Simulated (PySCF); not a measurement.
PySCF input file for Mg(NH2)(OSiH3) (H5MgNOSi), SMILES [NH2][Mg][O][SiH3], B3LYP-D3(BJ)/def2-SVP. Geometry optimised at B3LYP-D3(BJ)/def2-SVP. Other conformers were not sampled.

```python
import numpy as np
from pyscf import gto, scf, dft, df
from pyscf.hessian import thermo

mol = gto.M(
    atom='''
    Mg   -0.59162242    0.58611714    0.90021793
    N    -1.50005507    1.48836180    2.28337018
    H    -1.67532987    1.13676057    3.22212001
    H    -1.90757807    2.41946363    2.23266480
    O     0.27792120   -0.27653085   -0.42314957
    Si    1.06858548   -1.05946390   -1.62640268
    H     0.14089071   -1.93182846   -2.41555325
    H     2.15749030   -1.93565609   -1.08694692
    H     1.70081532   -0.09593644   -2.58365700
    ''',
    basis='def2-SVP',
    charge=0,
    spin=0,
    max_memory=1600,
    verbose=3,
)
mf = dft.RKS(mol, xc='b3lyp').density_fit(auxbasis='def2-universal-jkfit')
mf.disp = 'd3bj'
mf.grids.level = 3
mf.conv_tol = 1e-11
mf.max_cycle = 100
mf.kernel()

# [left out here: the lines that compute and print the analytic Hessian (its translational invariance restored by hand, since the grid's response is missing), thermochemistry and intensities]
```

Program output:

```
converged SCF energy = -622.445416896457

WARN: DFTD3 does not support analytical Hessian, using finite difference


WARN: Mole.unit (angstrom) is changed to Bohr

Mode                                 0                   1                   2
Irrep
Freq [cm^-1]                      -17.3279             64.0026             64.3352
Reduced mass [au]                   1.0080              4.6066              4.1925
Force const [Dyne/A]               -0.0002              0.0111              0.0102
Char temp [K]                     -24.9310             92.0854             92.5640
Normal mode                   x     y     z       x     y     z       x     y     z
       0  Mg                -0.00  0.00 -0.00   -0.05 -0.03 -0.02   -0.02  0.05 -0.04
       1   N                 0.00 -0.00  0.00    0.10  0.05  0.03    0.03 -0.08  0.07
       2   H                 0.55  0.25  0.20    0.13  0.08  0.04    0.08 -0.17  0.05
       3   H                -0.55 -0.25 -0.20    0.14  0.07  0.03   -0.00 -0.09  0.17
       4   O                -0.00 -0.00  0.00   -0.14 -0.08 -0.04   -0.04  0.12 -0.10
       5  Si                 0.00  0.00  0.00    0.06  0.03  0.02    0.01 -0.05  0.04
       6   H                -0.05  0.19 -0.15    0.22 -0.03 -0.11    0.04 -0.11  0.08
       7   H                -0.16 -0.19  0.02    0.08  0.11  0.10   -0.05 -0.02  0.21
       8   H                 0.21 -0.00  0.14    0.07  0.12  0.11    0.11 -0.18 -0.03
Mode                                 3                   4                   5
Irrep
Freq [cm^-1]                      161.0071            171.7594            305.4318
Reduced mass [au]                   5.4928             10.5783              1.1884
Force const [Dyne/A]                0.0839              0.1839              0.0653
Char temp [K]                     231.6534            247.1236            439.4483
Normal mode                   x     y     z       x     y     z       x     y     z
       0  Mg                 0.02 -0.11  0.08   -0.13 -0.06 -0.05    0.00  0.00  0.00
       1   N                -0.01  0.05 -0.04    0.08  0.04  0.03    0.09  0.04  0.03
       2   H                -0.09  0.21 -0.00    0.08  0.04  0.03   -0.56 -0.25 -0.20
       3   H                 0.04  0.07 -0.21    0.08  0.04  0.03   -0.56 -0.25 -0.20
       4   O                -0.02  0.11 -0.09    0.12  0.05  0.04   -0.01 -0.00 -0.00
       5  Si                 0.00 -0.00  0.00   -0.00 -0.00 -0.00   -0.00 -0.00 -0.00
       6   H                 0.00 -0.04  0.04   -0.10  0.04  0.07    0.01 -0.00 -0.01
       7   H                -0.04  0.01  0.11   -0.01 -0.05 -0.06   -0.00  0.00  0.00
       8   H                 0.06 -0.10 -0.05   -0.02 -0.05 -0.06    0.00  0.00  0.00
Mode                                 6                   7                   8
Irrep
Freq [cm^-1]                      410.5881            539.4403            740.8677
Reduced mass [au]                   6.9707              1.2412              1.2033
Force const [Dyne/A]                0.6924              0.2128              0.3892
Char temp [K]                     590.7448            776.1344           1065.9437
Normal mode                   x     y     z       x     y     z       x     y     z
       0  Mg                -0.04  0.04  0.06    0.01 -0.03  0.03   -0.00 -0.00 -0.00
       1   N                -0.08  0.08  0.12   -0.01  0.08 -0.06    0.00  0.00 -0.00
       2   H                -0.08  0.08  0.12    0.31 -0.51 -0.21    0.00 -0.00 -0.00
       3   H                -0.08  0.08  0.12   -0.22  0.02  0.59    0.00  0.00 -0.00
       4   O                 0.03 -0.03 -0.04   -0.00  0.01 -0.01    0.06  0.03  0.02
       5  Si                 0.05 -0.05 -0.08   -0.00  0.00 -0.00   -0.05 -0.02 -0.02
       6   H                 0.06 -0.06 -0.09    0.00 -0.01  0.00    0.52 -0.24 -0.44
       7   H                 0.06 -0.06 -0.09   -0.01  0.00  0.01   -0.04  0.23  0.37
       8   H                 0.06 -0.06 -0.09    0.01 -0.01 -0.01   -0.00  0.22  0.25
Mode                                 9                  10                  11
Irrep
Freq [cm^-1]                      741.3013            760.9850            964.6314
Reduced mass [au]                   1.2046              8.1671              1.0518
Force const [Dyne/A]                0.3900              2.7866              0.5766
Char temp [K]                    1066.5675           1094.8880           1387.8899
Normal mode                   x     y     z       x     y     z       x     y     z
       0  Mg                -0.00  0.00 -0.00   -0.07  0.07  0.10   -0.00 -0.00 -0.00
       1   N                 0.00 -0.00  0.00    0.08 -0.08 -0.12    0.00  0.00  0.00
       2   H                -0.00  0.00  0.00    0.08 -0.08 -0.12    0.00  0.00  0.00
       3   H                 0.00  0.00 -0.00    0.08 -0.08 -0.12   -0.00 -0.00 -0.00
       4   O                 0.01 -0.05  0.04   -0.02  0.02  0.03    0.01  0.00  0.00
       5  Si                -0.01  0.05 -0.03    0.02 -0.02 -0.03   -0.03 -0.01 -0.01
       6   H                -0.02 -0.10  0.13    0.05 -0.03 -0.05   -0.17  0.01  0.16
       7   H                -0.22  0.13  0.54    0.03 -0.03 -0.07    0.43  0.44 -0.17
       8   H                 0.30 -0.47 -0.35    0.04 -0.05 -0.06    0.61 -0.08  0.33
Mode                                12                  13                  14
Irrep
Freq [cm^-1]                      964.9706           1017.4586           1082.1242
Reduced mass [au]                   1.0517              1.1304             12.4957
Force const [Dyne/A]                0.5770              0.6895              8.6212
Char temp [K]                    1388.3778           1463.8964           1556.9358
Normal mode                   x     y     z       x     y     z       x     y     z
       0  Mg                 0.00 -0.00  0.00   -0.00  0.00  0.01    0.03 -0.03 -0.04
       1   N                -0.00  0.00 -0.00    0.00 -0.00 -0.00   -0.01  0.01  0.01
       2   H                 0.00 -0.00 -0.00    0.00 -0.00 -0.00   -0.01  0.01  0.01
       3   H                -0.00  0.00  0.00    0.00 -0.00 -0.00   -0.01  0.01  0.02
       4   O                -0.00  0.00 -0.00   -0.00  0.00  0.01   -0.10  0.10  0.16
       5  Si                 0.00 -0.03  0.02    0.03 -0.03 -0.05    0.03 -0.03 -0.05
       6   H                -0.16  0.58 -0.46   -0.42  0.15  0.31    0.06 -0.03 -0.06
       7   H                 0.25  0.38  0.15   -0.11  0.15  0.51    0.03 -0.03 -0.08
       8   H                -0.20 -0.16 -0.28   -0.18  0.42  0.28    0.04 -0.06 -0.06
Mode                                15                  16                  17
Irrep
Freq [cm^-1]                     1527.8906           2178.1508           2178.1999
Reduced mass [au]                   1.0939              1.0504              1.0503
Force const [Dyne/A]                1.5046              2.9360              2.9362
Char temp [K]                    2198.2944           3133.8740           3133.9447
Normal mode                   x     y     z       x     y     z       x     y     z
       0  Mg                -0.00  0.00  0.00   -0.00  0.00 -0.00    0.00  0.00  0.00
       1   N                 0.04 -0.04 -0.06    0.00 -0.00  0.00   -0.00 -0.00 -0.00
       2   H                -0.32  0.58  0.14   -0.00  0.00  0.00   -0.00  0.00  0.00
       3   H                -0.20 -0.07  0.64    0.00 -0.00 -0.00    0.00 -0.00 -0.00
       4   O                 0.00 -0.00 -0.00    0.00 -0.00  0.00   -0.00 -0.00 -0.00
       5  Si                -0.00  0.00  0.00   -0.01  0.03 -0.02    0.03  0.02  0.01
       6   H                 0.00  0.00 -0.00    0.03  0.05  0.02   -0.49 -0.46 -0.42
       7   H                -0.00  0.00 -0.00    0.53 -0.41  0.26   -0.24  0.22 -0.13
       8   H                 0.00 -0.00 -0.00   -0.29 -0.43  0.41   -0.17 -0.29  0.30
Mode                                18                  19                  20
Irrep
Freq [cm^-1]                     2194.4973           3549.1515           3623.8040
Reduced mass [au]                   1.0199              1.0518              1.0913
Force const [Dyne/A]                2.8938              7.8062              8.4438
Char temp [K]                    3157.3931           5106.4389           5213.8471
Normal mode                   x     y     z       x     y     z       x     y     z
       0  Mg                -0.00  0.00  0.00    0.00 -0.00 -0.00   -0.00  0.00 -0.00
       1   N                 0.00 -0.00 -0.00   -0.03  0.03  0.04   -0.01  0.06 -0.05
       2   H                 0.00 -0.00 -0.00    0.10  0.26 -0.63   -0.12 -0.23  0.62
       3   H                 0.00 -0.00 -0.00    0.27 -0.63  0.06    0.27 -0.62  0.03
       4   O                 0.00 -0.00 -0.00    0.00 -0.00 -0.00   -0.00  0.00 -0.00
       5  Si                 0.01 -0.01 -0.02   -0.00  0.00  0.00    0.00 -0.00  0.00
       6   H                 0.36  0.33  0.30    0.00 -0.00 -0.00   -0.00  0.00 -0.00
       7   H                -0.41  0.33 -0.21    0.00 -0.00 -0.00   -0.00  0.00 -0.00
       8   H                -0.24 -0.37  0.36    0.00  0.00 -0.00    0.00  0.00 -0.00
temperature 298.1500 [K]
pressure 101325.00 [Pa]
Rotational constants [GHz] 69.91034 1.36884 1.36385
Symmetry number 1
Zero-point energy (ZPE) 0.05295 [Eh]   139009.642 [J/mol]
                           tot       elec      trans        rot        vib
Entropy [J/mol/K]       344.167      0.000    164.506    105.910     73.751
Cv [J/mol/K]             90.969      0.000     12.472     12.472     66.026
Cp [J/mol/K]             99.284      0.000     20.786     12.472     66.026
Internal energy [J/mol]                      3718.434   3718.434 150001.300
Internal energy [Eh]   -622.38545  -622.44542
Enthalpy [J/mol]                             6197.391   3718.434 150001.300
Enthalpy [Eh]          -622.38451
Gibbs free energy [J/mol]                  -42849.951 -27858.711 128012.373
Gibbs free energy [Eh] -622.42359
static polarisability / bohr^3: [[53.4   -2.401 -4.901]
 [-2.389 50.496  6.698]
 [-4.881  6.691 55.612]]
largest difference of analytic and finite-field dipole derivatives / e: 0.002278120620744728
mode   freq/cm-1   IR/(km/mol)   Raman/(A^4/amu)   depolarisation
   1      -17.33         0.000             6.282            0.750
   2       64.00         0.175             0.061            0.749
   3       64.34         0.210             0.160            0.750
   4      161.01        44.712             0.005            0.749
   5      171.76        67.101             0.886            0.750
   6      305.43       108.095            16.177            0.750
   7      410.59         0.221            16.509            0.176
   8      539.44        94.346             0.820            0.750
   9      740.87        67.193             9.082            0.750
  10      741.30        69.900             7.611            0.750
  11      760.99        41.282             1.812            0.041
  12      964.63        92.245            27.569            0.750
  13      964.97        93.833            28.464            0.750
  14     1017.46       374.106            20.448            0.687
  15     1082.12       403.738             5.500            0.147
  16     1527.89        12.569             5.471            0.448
  17     2178.15       209.085            97.189            0.750
  18     2178.20       206.708            94.327            0.750
  19     2194.50       113.470           211.194            0.012
  20     3549.15         7.586           175.326            0.081
  21     3623.80        11.916           115.878            0.750
max |gradient| / (hartree/bohr): 9.436405490527083e-05
APT charges: [ 1.2273 -0.7641  0.1232  0.1232 -1.269   1.5295 -0.3233 -0.3234 -0.3234]
```

Self-consistency was reached. The end point has an imaginary mode, so it is no minimum.
